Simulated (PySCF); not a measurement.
Geometry (Å), atoms numbered from 1 in this order:
```xyz
19

C     4.038    1.469   -0.691
C     2.924    1.059   -0.510
C     1.571    0.618   -0.446
N     0.752    0.682   -1.412
C     1.080    0.049    0.818
C     1.879   -0.068    1.886
O    -0.185   -0.341    0.847
Si   -1.291   -0.275   -0.350
O    -2.487   -0.927    0.542
C    -3.770   -1.157    0.072
H     5.024    1.815   -0.800
H     1.099    1.076   -2.280
H     2.904    0.250    1.852
H     1.506   -0.485    2.803
H    -1.011   -1.177   -1.464
H    -1.683    1.082   -0.720
H    -3.755   -1.810   -0.805
H    -4.350   -1.633    0.864
H    -4.254   -0.219   -0.215
```

Theory: GFN2-xTB geometry, σ from GIAO-PBE0/pcSseg-1, in PySCF (non-relativistic Hamiltonian, equivalent nuclei averaged, single conformer, gas phase).

Scale: ¹³C (186.93 ppm) vs TMS (reference shieldings calculated alike).

Question: Do the ¹³C shifts follow the atomic charges (in e)? Tabulate both.

Answer: 
| atoms | hybridisation | δ (ppm) | σ para (ppm) | Hirshfeld | IAO | Mulliken | ESP-fitted |
| --- | --- | --- | --- | --- | --- | --- | --- |
| C5 | – | 162.9 | -226 | +0.07 | +0.20 | +0.20 | +0.27 |
| C3 | – | 159.8 | -224 | +0.10 | +0.15 | -0.05 | +0.56 |
| C6 | – | 114.0 | -181 | -0.11 | -0.35 | -0.12 | -0.60 |
| C1 | – | 94.7 | -166 | -0.06 | -0.18 | -0.26 | -0.23 |
| C2 | – | 81.8 | -147 | -0.03 | -0.06 | +0.35 | -0.27 |
| C10 | – | 49.0 | -101 | -0.04 | -0.20 | -0.01 | -0.12 |

Correlation coefficients of δ with charge over these carbons: Hirshfeld +0.68, IAO +0.69, Mulliken +0.04, ESP-fitted +0.62; with the paramagnetic shielding -0.99. With so few points these coefficients are fragile. Charge is one influence among several: hybridisation and low-lying excitations act through the paramagnetic term.

Shifts are as computed. Against solution values, carbons near 30 ppm lie about +3 ppm off and those near 130 ppm about +5 ppm. Of 1309 compounds with measured shifts, 239 miss one by over three times the rms of a fit or turn the order of signals round; such compounds aren't used in these exercises.
